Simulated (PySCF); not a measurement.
PySCF input file for Al(H)(OMe)(SMe) (C₂H₇AlOS), SMILES C[O][AlH][S]C, PBE0/pcSseg-1. Geometry: ωB97X-D3(BJ)/def2-SVP. The structure was generated by enumeration; whether it is a known compound was not checked. Other conformers were not sampled.

```python
import numpy as np
from pyscf import gto, scf, dft
from pyscf.prop.nmr import rks as nmr

mol = gto.M(
    atom='''
    Al   -0.45756040   -0.19448781    0.87909502
    H    -1.21675454   -0.47829052    2.23125453
    O     1.17411219   -0.60856483    0.64644981
    C     2.20798474   -1.20869518    1.37019140
    H     1.88833724   -1.53567278    2.37815769
    H     2.59018938   -2.09572533    0.83438401
    H     3.05114707   -0.50628366    1.49634246
    S    -1.44092527    0.75010953   -0.79729109
    C    -0.08303819    0.80170338   -2.02637321
    H     0.83832459    0.36214863   -1.62194431
    H     0.10263097    1.84824085   -2.30448203
    H    -0.39336206    0.24264121   -2.91979804
    ''',
    basis='pcSseg-1',
    charge=0,
    spin=0,
    max_memory=1600,
    verbose=3,
)
mf = dft.RKS(mol, xc='pbe0')
mf.grids.level = 3
mf.conv_tol = 1e-10
mf.max_cycle = 100
mf.kernel()
n = nmr.NMR(mf)
n.verbose = 2
n.max_cycle_cphf = 60
sigma = n.kernel()
print('atom   isotropic/ppm   span/ppm')
for i, s in enumerate(sigma):
    w = np.linalg.eigvalsh((s + s.T) / 2)
    print(f'{mol.atom_symbol(i):2s}{i + 1:3d} {w.mean():14.3f} {w[2] - w[0]:11.3f}')
```

Log of the run:

```
converged SCF energy = -795.864033842504
atom   isotropic/ppm   span/ppm
Al  1        389.003     104.444
H   2         26.688       9.365
O   3        286.046     202.980
C   4        129.632      82.725
H   5         27.246      10.267
H   6         27.384      10.903
H   7         27.383      10.937
S   8        668.410     272.349
C   9        173.865      28.361
H  10         28.448      14.114
H  11         29.318      14.219
H  12         29.319      14.218
```

Self-consistency was reached.
